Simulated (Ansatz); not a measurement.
Cost and result up the ladder for H2Se2 (4 atoms). Charge 0, multiplicity 1. Geometry: r2SCAN-D4/def2-TZVP.

Cartesian coordinates in Å:
```
Se -0.6130 -0.8688 0.7047
Se -0.3321 0.6395 -1.0526
H -0.0876 0.0067 1.7669
H 1.0327 0.2226 -1.4191
```

Ansatz on 4 threads of Intel Xeon on a shared host. Times are rough, and most runs start from the orbitals of an earlier one. CAM-B3LYP-D4/def2-TZVP serves as the yardstick here, not as an exact answer. Differences are given only for rows in sets of like size (and for xTB, whose basis is part of the method), since another set adds its own error. Binding counts from free atoms at the same level (Se triplet, H doublet; other spins of the atoms weren't run), without zero-point energy or a counterpoise term.

HSE06 is defined as in plane-wave codes, on full-range PBE exchange. Correlated methods freeze 18 core orbitals; core or outer-core shells of Se are correlated, in sets that lack core-valence functions.

Correlated methods converge slowly with the basis.

| level | functions | wall time | binding energy per atom (eV) | difference from CAM-B3LYP-D4/def2-TZVP (eV) |
| --- | --- | --- | --- | --- |
| HF/STO-3G | 38 | 0.46 s | 1.94 | – |
| PBE-D4/def2-SVP | 74 | 1 s | 2.38 | – |
| revPBE-D4/def2-TZVP | 108 | 1.3 s | 2.31 | 0.02 |
| PBE-D4/def2-TZVP | 108 | 1.4 s | 2.38 | 0.09 |
| BLYP-D4/def2-TZVP | 108 | 1.4 s | 2.34 | 0.05 |
| PBE0-D4/def2-SVP | 74 | 1.8 s | 2.30 | – |
| CAM-B3LYP-D4/def2-TZVP | 108 | 2.1 s | 2.29 | 0.00 |
| r2SCAN-D4/def2-TZVP | 108 | 2.2 s | 2.34 | 0.05 |
| HSE06-D4/def2-TZVP | 108 | 2.3 s | 2.31 | 0.02 |
| r2SCANh-D4/def2-TZVP | 108 | 2.7 s | 2.31 | 0.02 |
| PBE0-D4/def2-TZVP (with forces) | 108 | 2.7 s | 2.31 | 0.02 |
| MP2/def2-TZVP | 108 | 3.1 s | 2.18 | -0.11 |
| B97M-V/def2-TZVP | 108 | 3.7 s | 2.32 | 0.03 |
| CCSD(T)/def2-TZVPP | 124 | 14 s | 2.25 | -0.04 |
